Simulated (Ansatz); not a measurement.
AlH₈NSSi₂ (`[SiH3][N]([SiH3])[AlH][SH]`). Total charge 0; spin multiplicity 1. The geometry is a stationary point of PBE0-D4/def2-TZVP. It is one conformer, not always the lowest.

```xyz
13

Si   -1.310   -0.501    0.669
N     0.182   -0.086   -0.115
Si    1.070   -1.386   -0.852
Al    0.829    1.585   -0.140
S    -0.331    3.214    0.730
H    -1.193   -0.438    2.151
H    -2.401    0.429    0.264
H    -1.690   -1.885    0.278
H     1.370   -2.458    0.136
H     2.348   -0.841   -1.381
H     0.302   -1.998   -1.970
H     2.234    1.907   -0.768
H    -1.410    2.457    0.997
```

What is the dipole moment at B3LYP/def2-TZVPP? (Estimate.)

Ansatz gave: 0.82 D, with components (-0.21, -0.78, -0.13) D in this frame, pointing from negative to positive charge.

And with PBE, r2SCAN, ωB97M-V? (An estimate is asked.)

Ansatz gave: PBE 0.77 D, r2SCAN 0.84 D, ωB97M-V 0.80 D.

Give the Mulliken charges with B3LYP, PBE, r2SCAN in def2-TZVPP. (Estimate.)

Computed: 
```tsv
atom	B3LYP	PBE	r2SCAN
Si1	0.25	0.18	0.29
N2	-0.28	-0.19	-0.39
Si3	0.28	0.21	0.32
Al4	0.42	0.35	0.48
S5	-0.28	-0.27	-0.29
H6	-0.06	-0.05	-0.06
H7	-0.07	-0.06	-0.08
H8	-0.06	-0.04	-0.06
H9	-0.07	-0.05	-0.07
H10	-0.06	-0.04	-0.06
H11	-0.07	-0.05	-0.07
H12	-0.12	-0.10	-0.13
H13	0.11	0.12	0.12
```

B3LYP here is the variant with VWN-RPA as its local correlation; programs differ in this.
